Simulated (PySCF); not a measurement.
F₂Mg, charge -1, doublet, at a GFN2-xTB geometry (such geometries of metal compounds can be far from the true shape) (a state made from the parent by changing its charge; the spin is typed, not shown lowest) (a gas-phase anion, which may not be bound at this level); M062X/pcseg-1 run with PySCF.

The PySCF input:
```python
from pyscf import gto, scf, dft

mol = gto.M(
    atom='''
Mg    0.000000    0.000000    0.000000
F     0.000000    0.000000    1.798162
F    -0.000000   -0.000000   -1.798162
''',
    basis='pcseg-1',
    charge=-1,
    spin=1,
    verbose=4,
)

mf = dft.ROKS(mol)
mf.xc = 'm062x'
mf.kernel()
```

What the program printed (banner, timings and long lists left out):

```
PySCF version 2.14.0

[INPUT] verbose = 4
[INPUT] num. atoms = 3
[INPUT] num. electrons = 31
[INPUT] charge = -1
[INPUT] spin (= nelec alpha-beta = 2S) = 1
[INPUT] symmetry False subgroup None
[INPUT] Mole.unit = angstrom
[INPUT] Symbol           X                Y                Z      unit          X                Y                Z       unit  Magmom
[INPUT]  1 Mg     0.000000000000   0.000000000000   0.000000000000 AA    0.000000000000   0.000000000000   0.000000000000 Bohr   0.0
[INPUT]  2 F      0.000000000000   0.000000000000   1.798162000000 AA    0.000000000000   0.000000000000   3.398033707600 Bohr   0.0
[INPUT]  3 F      0.000000000000   0.000000000000  -1.798162000000 AA    0.000000000000   0.000000000000  -3.398033707600 Bohr   0.0

nuclear repulsion = 75.4848309557092
number of shells = 8
number of NR pGTOs = 83
number of NR cGTOs = 38
basis = pcseg-1
ecp = {}

******** <class 'pyscf.dft.roks.ROKS'> ********
method = ROKS
initial guess = minao
damping factor = 0
level_shift factor = 0
DIIS = <class 'pyscf.scf.diis.CDIIS'>
diis_start_cycle = 1
diis_space = 8
diis_damp = 0
SCF conv_tol = 1e-09
SCF conv_tol_grad = None
SCF max_cycles = 50
direct_scf = True
direct_scf_tol = 1e-13
num. doubly occ = 15  num. singly occ = 1
XC library pyscf.dft.libxc version 7.1.2
    S. Lehtola, C. Steigemann, M. J. T. Oliveira, and M. A. L. Marques,  SoftwareX 7, 1–5 (2018)
XC functionals = m062x
    Y. Zhao and D. G. Truhlar,  Theor. Chem. Acc. 120, 215 (2008)
    Y. Zhao and D. G. Truhlar,  Theor. Chem. Acc. 120, 215 (2008)
radial grids:
    Treutler-Ahlrichs [JCP 102, 346 (1995); DOI:10.1063/1.469408] (M4) radial grids

becke partition: Becke, JCP 88, 2547 (1988); DOI:10.1063/1.454033
pruning grids: <function nwchem_prune>
grids dens level: 3
symmetrized grids: False
atomic radii adjust function: <function treutler_atomic_radii_adjust>
small_rho_cutoff = 0
Set gradient conv threshold to 3.16228e-05
tot grids = 47104
init E= -399.461576335762
  HOMO = -0.138194902395147  LUMO = 0.0792379372178692  gap/eV = 5.91665
cycle= 1 E= -399.593182783214  delta_E= -0.132  |g|= 0.885  |ddm|= 1.16
  HOMO = 0.103684432177239  LUMO = 0.243962430001068  gap/eV = 3.81716
cycle= 2 E= -399.460848749994  delta_E= 0.132  |g|= 1.24  |ddm|= 1.14
  HOMO = 0.0934955277351079  LUMO = 0.264447744169816  gap/eV = 4.65185
cycle= 3 E= -399.735106676722  delta_E= -0.274  |g|= 0.0279  |ddm|= 0.617
  HOMO = 0.100490580282684  LUMO = 0.278581175292024  gap/eV = 4.84609
cycle= 4 E= -399.735527517214  delta_E= -0.000421  |g|= 0.00807  |ddm|= 0.0809
  HOMO = 0.097345703775964  LUMO = 0.270036234600453  gap/eV = 4.69915
cycle= 5 E= -399.735552326303  delta_E= -2.48e-05  |g|= 0.00168  |ddm|= 0.0192
  HOMO = 0.0975851109127839  LUMO = 0.270577999728791  gap/eV = 4.70738
cycle= 6 E= -399.735554066394  delta_E= -1.74e-06  |g|= 0.000302  |ddm|= 0.0085
  HOMO = 0.0975498365078828  LUMO = 0.270492979002122  gap/eV = 4.70602
cycle= 7 E= -399.735554156829  delta_E= -9.04e-08  |g|= 4.16e-05  |ddm|= 0.00251
  HOMO = 0.0975519453832199  LUMO = 0.270488151616591  gap/eV = 4.70583
cycle= 8 E= -399.735554158493  delta_E= -1.66e-09  |g|= 4.3e-06  |ddm|= 0.000327
  HOMO = 0.0975543229618214  LUMO = 0.270492737776425  gap/eV = 4.70589
cycle= 9 E= -399.735554158511  delta_E= -1.72e-11  |g|= 1.4e-06  |ddm|= 2.97e-05
  HOMO = 0.0975537062968637  LUMO = 0.270491229250894  gap/eV = 4.70587
Extra cycle  E= -399.735554158511  delta_E= -2.27e-13  |g|= 1.79e-06  |ddm|= 3.79e-06
converged SCF energy = -399.735554158511
```
